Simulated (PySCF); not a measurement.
Two-component Hartree-Fock for Zn²⁰⁺ (zinc, charge +20)

Start: [Ne]. Calculated with PySCF 2.14 in an even-tempered Gaussian basis (18 s from 1.2 bohr⁻², ratio 2.6; 12 p from 1.5 bohr⁻², ratio 2.6; 6 d from 1.5 bohr⁻², ratio 2.8; 3 f from 45 bohr⁻², ratio 2.8): generalised Hartree-Fock with the X2C-1e Hamiltonian and a Gaussian nucleus; spin-orbit coupling (SO) screened by Boettger's factors.

```json
{"spinor shell": "1s1/2", "electrons": "2", "ε, screened SO (eV)": "-10561.0", "weight of nominal j (screened SO)": "1.000", "rms radius, screened SO (bohr)": "0.0580"}
{"spinor shell": "2s1/2", "electrons": "2", "ε, screened SO (eV)": "-2017.2", "weight of nominal j (screened SO)": "1.000", "rms radius, screened SO (bohr)": "0.240"}
{"spinor shell": "2p1/2", "electrons": "2", "ε, screened SO (eV)": "-1873.0", "weight of nominal j (screened SO)": "1.000", "rms radius, screened SO (bohr)": "0.212"}
{"spinor shell": "2p3/2", "electrons": "4", "ε, screened SO (eV)": "-1847.7", "weight of nominal j (screened SO)": "1.000", "rms radius, screened SO (bohr)": "0.215"}
```

| quantity | screened SO |
| --- | --- |
| E (hartree) | -1568.30230 |
| M_J | 0 |
| ⟨J²⟩ | 0.000 |
| ⟨L²⟩ | 0.001 |
| ⟨S²⟩ | 0.001 |
